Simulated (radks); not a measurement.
Values are calculated unless marked as measured or tabulated.
Q: Neutral potassium is in [Ar] 4s1. Code: a radial shooting solver on a logarithmic mesh with Libxc functionals. Model: scalar-relativistic Kohn-Sham, PBEsol, spin-polarised, spherical densities, finite nucleus; Fermi nuclear charge, rms radius of each element as measured or else 0.836 A^(1/3) + 0.57 fm. Open shells are filled with parallel spins first. One electron is removed from 2p, 4s, 3s, 3p in turn, with full relaxation. Which removal costs least, and what does each cost?

A: 4s 4.391 eV; 3p 24.452 eV; 3s 41.411 eV; 2p 300.14 eV. The 4s electron leaves first.
